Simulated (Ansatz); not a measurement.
Geometry optimisation, RKS BLYP/def2-SVP in Ansatz.

The input (input.yaml):

```yaml
crystal:
  periodic: [false, false, false]
  atoms:
    - { symbol: B, position_ang: [0.08601, 0.565371, -0.17677] }
    - { symbol: O, position_ang: [-0.14112, -0.444235, 2.226137] }
    - { symbol: H, position_ang: [-1.115287, -0.341277, 2.255784] }
    - { symbol: Cl, position_ang: [1.50514, -0.404742, -0.682432] }
    - { symbol: O, position_ang: [-1.191391, 0.206069, -0.483517] }
    - { symbol: H, position_ang: [-1.245695, -0.702464, -0.839367] }
    - { symbol: S, position_ang: [0.282076, 2.301932, 0.510236] }
    - { symbol: H, position_ang: [1.643085, 2.290078, 0.538236] }
    - { symbol: H, position_ang: [0.161282, 0.490369, 2.371093] }
basis:
  gaussian: { orbitals: def2-SVP }
hamiltonian:
  xc: blyp
relax:
  f_tol: 0.03
  max_steps: 50
```

Run as:

```bash
$ ansatz run input.yaml --threads 2 --pin off --max-ram 3072MiB --backend cpu --events-out ev --progress --plain --runs-dir out
```

Q: Where does it end, and by what steps?

A: It converged. After 11 steps the energy has fallen by 0.050 eV; O2 moved furthest, 0.29 Å.

```json
{"step": "0", "energy less start (eV)": "0.0000", "largest force component (eV/Å)": "0.474", "accepted": "yes"}
{"step": "1", "energy less start (eV)": "0.0010", "largest force component (eV/Å)": "1.273", "accepted": "no"}
{"step": "2", "energy less start (eV)": "-0.0250", "largest force component (eV/Å)": "0.396", "accepted": "yes"}
{"step": "3", "energy less start (eV)": "-0.0375", "largest force component (eV/Å)": "0.393", "accepted": "yes"}
{"step": "4", "energy less start (eV)": "-0.0401", "largest force component (eV/Å)": "0.496", "accepted": "yes"}
{"step": "5", "energy less start (eV)": "-0.0394", "largest force component (eV/Å)": "0.657", "accepted": "no"}
{"step": "6", "energy less start (eV)": "-0.0495", "largest force component (eV/Å)": "0.032", "accepted": "yes"}
{"step": "7", "energy less start (eV)": "-0.0497", "largest force component (eV/Å)": "0.042", "accepted": "yes"}
{"step": "8", "energy less start (eV)": "-0.0497", "largest force component (eV/Å)": "0.037", "accepted": "yes"}
{"step": "9", "energy less start (eV)": "-0.0497", "largest force component (eV/Å)": "0.037", "accepted": "yes"}
{"step": "10", "energy less start (eV)": "-0.0498", "largest force component (eV/Å)": "0.032", "accepted": "yes"}
{"step": "11", "energy less start (eV)": "-0.0498", "largest force component (eV/Å)": "0.012", "accepted": "yes"}
```

```xyz
9
Properties=species:S:1:pos:R:3
B 0.118 0.622 -0.268
O -0.207 -0.469 2.505
H -1.128 -0.407 2.182
Cl 1.510 -0.344 -0.853
O -1.164 0.193 -0.428
H -1.215 -0.694 -0.835
S 0.323 2.295 0.473
H 1.684 2.292 0.450
H 0.063 0.473 2.494
```

Whether the end is a true minimum wasn't checked by a vibrational analysis.

The run took 20 s on 2 threads of Arm Neoverse V2, on a shared host, peak memory 0.15 GiB.
